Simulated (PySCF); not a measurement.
Species: C4H6O4S.
SMILES with atom numbers: `[CH2:1]=[CH:2][O:3][C:4](=[CH2:5])[S:6](=[O:7])(=[O:8])[OH:9]` (hydrogens: H10, H11 on C1; H12 on C2; H13, H14 on C5; H15 on O9)

The same species was optimised twice, with GFN2-xTB and with PBE0-D3(BJ)/def2-SVP (PySCF), and the same property calculations (PySCF, gas phase) were run on both structures.

```tsv
coordinate	GFN2-xTB	PBE0-D3(BJ)/def2-SVP	change
S6=O8 (Å)	1.425	1.444	+0.019
S6=O7 (Å)	1.431	1.448	+0.017
C4=C5 (Å)	1.317	1.329	+0.012
C1=C2 (Å)	1.320	1.330	+0.010
C4–S6 (Å)	1.819	1.814	-0.005
O3–C4 (Å)	1.340	1.345	+0.005
S6–O9 (Å)	1.620	1.623	+0.003
C2–O3 (Å)	1.373	1.370	-0.003
C4–S6–O7 (°)	111.4	107.9	-3.5
O7–S6–O8 (°)	120.0	123.4	+3.4
O8–S6–O9 (°)	107.4	104.9	-2.5
C5–C4–S6 (°)	117.7	120.0	+2.3
C4–S6–O9 (°)	99.2	101.4	+2.2
O3–C4–C5 (°)	126.9	124.7	-2.2
O7–S6–O9 (°)	106.3	107.8	+1.5
C4–S6–O8 (°)	110.2	109.2	-1.0
C1–C2–O3–C4 (°)	20	11	-9
C2–O3–C4–C5 (°)	-138	-116	+22
O3–C4–S6–O7 (°)	15	15	0
```

Rotational constants: A = 2157, B = 1405, C = 1134 MHz (GFN2-xTB) against A = 2226, B = 1267, C = 1097 MHz (PBE0-D3(BJ)/def2-SVP). Point groups within 0.08 Å: C1 and C1.

On the GFN2-xTB structure: lowest singlet, TDDFT (eV) 5.59 [CAM-B3LYP/def2-SVPD]; isotropic polarisability (au) 80.9 [CAM-B3LYP/def2-SVPD]; HOMO (eV) -8.67 [CAM-B3LYP/def2-SVPD]; LUMO (eV) -0.05 [CAM-B3LYP/def2-SVPD]; dipole (D) 2.80 [CAM-B3LYP/def2-SVPD].

Problem. What do these properties become on the PBE0-D3(BJ)/def2-SVP structure?

Solution. 
| property | level | on GFN2-xTB | on PBE0-D3(BJ)/def2-SVP | change |
| --- | --- | --- | --- | --- |
| lowest singlet, TDDFT (eV) | CAM-B3LYP/def2-SVPD | 5.59 | 5.37 | -0.22 |
| isotropic polarisability (au) | CAM-B3LYP/def2-SVPD | 80.9 | 82.3 | +1.4 |
| HOMO (eV) | CAM-B3LYP/def2-SVPD | -8.67 | -8.80 | -0.13 |
| LUMO (eV) | CAM-B3LYP/def2-SVPD | -0.05 | -0.27 | -0.22 |
| dipole (D) | CAM-B3LYP/def2-SVPD | 2.80 | 3.46 | +0.66 |
| energy, GFN2-xTB geometry as zero (kcal/mol) | CAM-B3LYP/def2-SVPD | 0.0 | -5.2 | -5.2 |

The heavy atoms differ by 0.163 Å rms after alignment. Among bonds between heavy atoms S6=O8 changes most (+0.019 Å). Changes are differences of the printed values. Neither structure is proved a minimum here.

The values belong to the conformer `[CH2:1]=[CH:2][O:3][C:4](=[CH2:5])[S:6](=[O:7])(=[O:8])[OH:9]`: C1–C2–O3–C4 11°, C2–O3–C4–C5 -116°, O3–C4–S6–O7 15°, H–O9–S6–C4 -87°.
